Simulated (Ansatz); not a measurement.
Reading a saddle point

A first-order saddle point of BNH6O3, closed shell, PBE0-D4/def2-TZVP, with one imaginary mode of 1201i cm⁻¹:

```
11
angstrom
B -0.3433 -0.0774 -0.1771
O 1.1514 0.4545 -0.7593
O -0.6913 -1.2563 -0.8540
O -1.2767 0.9677 -0.2021
H 1.2355 0.3114 0.4049
N 0.3250 -0.1972 1.2417
H 1.0836 1.3788 -1.0163
H 0.0635 -1.6876 -1.2550
H -1.8899 0.8427 -0.9286
H -0.0893 0.3981 1.9450
H 0.4315 -1.1348 1.6009
```

Computed with Ansatz 0.2.0 (basis: def2-TZVPP and def2-QZVPP); correlated methods freeze the cores. Extrapolation: Hartree–Fock as exp(−7.88 √X), correlation as X^−2.97.

(1) Which contacts change along the imaginary mode, and what lies on either side? (Judge from chemistry; the calculation decides.)

(2) Which side is lower, and how far does the saddle lie above each? (An estimate is asked for; the value comes from the calculation.)

No T1 diagnostic of these runs exceeds 0.012.

Answers

(1) Computed: The step is BH₃O₃ ([OH][B]([OH])[OH]) + NH₃ → BNH₄O₂ ([NH2][B]([OH])[OH]) + H₂O, with the molecules in contact on both sides. Shortening one way: B1–N6, O2–H5; lengthening the same way: B1–O2, H5–N6.
```csv
pair,one side (Å),saddle (Å),other side (Å)
B1–N6,1.72,1.57,1.43
O2–H5,2.59,1.18,0.97
B1–O2,1.43,1.69,3.20
H5–N6,1.01,1.34,2.17
```

(2) The calculation gives: The side with B1–O2, H5–N6 short is lower by 0.105 eV; the saddle lies 1.318 eV above it and 1.213 eV above the other (CCSD(T) at an estimated basis limit (MP2 extrapolated from triple and quadruple zeta, plus CCSD(T) − MP2 in triple zeta); electronic energies).

Labels in which every atom is bracketed show which atoms are joined, not bond orders.

For scale, one of the runs: CCSD(T)/def2-TZVPP, 239 basis functions, launched by `ansatz run in.yaml --threads 4 --pin off --events-out ev --progress --plain --max-ram 9574MiB`. Hardware: 4 CPU threads of an Arm Neoverse V1, shared host. Wall time 3 min; peak host memory 5 GiB.
